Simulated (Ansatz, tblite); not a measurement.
Isomers of GeTe2⁻ (doublet), found by a short tight-binding search and relaxed with r2SCAN-D4/def2-TZVPD in Ansatz.

In the def2 sets Te takes a core potential; there is no spin–orbit coupling. The xTB rows come from tblite. LC-ωPBE has ω = 0.4 bohr⁻¹. Correlated methods freeze 17 core orbitals; core or outer-core shells of Ge, Te are correlated, in sets that lack core-valence functions.

B: At CCSD(T)/def2-SVPD the charge -1 doublet is spin-contaminated (final ⟨S²⟩ up to 0.85, 0.75 for a pure state).

Other spin states were run for one of them alone.

A:

| atom | x (Å) | y (Å) | z (Å) |
| --- | --- | --- | --- |
| Ge1 | -0.650 | 0.086 | -0.184 |
| Te2 | 0.194 | -2.209 | -0.458 |
| Te3 | 0.456 | 2.123 | 0.642 |

B:

```xyz
3

Ge    0.498   -0.645   -2.040
Te    0.127    0.915   -0.148
Te   -0.625   -0.270    2.188
```

**Question.** Estimate which lies lowest at each level, and how far above it the others are (eV).

**Answer.** 
| level | A | B |
| --- | --- | --- |
| GFN2-xTB | 0.00 | 0.85 |
| HF/def2-SVPD | 0.00 | 1.04 |
| PBE-D4/def2-TZVPD | 0.00 | 1.03 |
| BLYP-D4/def2-TZVPD | 0.00 | 1.00 |
| r2SCAN-D4/def2-TZVPD | 0.00 | 1.12 |
| PBE0-D4/def2-TZVPD | 0.00 | 1.09 |
| LC-ωPBE/def2-TZVPD | 0.00 | 1.10 |
| MP2/def2-SVPD | 0.00 | 1.33 |
| CCSD/def2-SVPD | 0.00 | 1.13 |
| CCSD(T)/def2-SVPD | 0.00 | 1.17 |
Point groups (tolerance 0.1 Å): A C2v, B Cs. Lower isomers may exist.
